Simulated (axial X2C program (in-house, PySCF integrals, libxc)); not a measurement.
Potential curves of HfP, 2c

All values were computed with an in-house all-electron X2C program for linear molecules (integrals from PySCF). Two-component (2c) means X2C with spin–orbit coupling and atomic mean-field two-electron Coulomb and Gaunt terms. Basis: Hf dyall-cv3z [13s14p9d7f4g], P dyall-v3z [8s7p2d1f] (cores contracted in-house); Gaussian nuclei, density fitting, unrestricted open shells. Masses: Hf 179.947 u, P 30.974 u.

State: Ω = 1/2 (⟨Sz⟩ = 0.50, ⟨Lz⟩ = 0.00 at TPSSh). Energies in cm⁻¹ from the lowest point of each curve. Fits are polynomials in 1 − R0/R over 0.85 to 1.23 times the lowest point R0.

| R (Å) | TPSSh |
| --- | --- |
| 1.9027 | 12430 |
| 1.9902 | 5320 |
| 2.0558 | 2191 |
| 2.1214 | 524 |
| 2.1870 | 0 |
| 2.2635 | 500 |
| 2.3401 | 1884 |
| 2.4385 | 4547 |
| 2.5588 | 8591 |
| 2.7337 | 14215 |

Occupations by symmetry block were frozen at the best pattern of an incomplete PBE0 search. Density functionals use the spin component along the axis (collinear). The determinant is spin-polarised beyond a pure state at some levels (its spin-free form has ⟨S²⟩ too high), which makes Re and μ there less reliable.

Fit the TPSSh curve near its minimum: give the equilibrium distance and the harmonic wavenumber.

At TPSSh, 2c: Re = 2.190 Å, ωe ≈ 509 cm⁻¹; Be follows as 0.133 cm⁻¹.
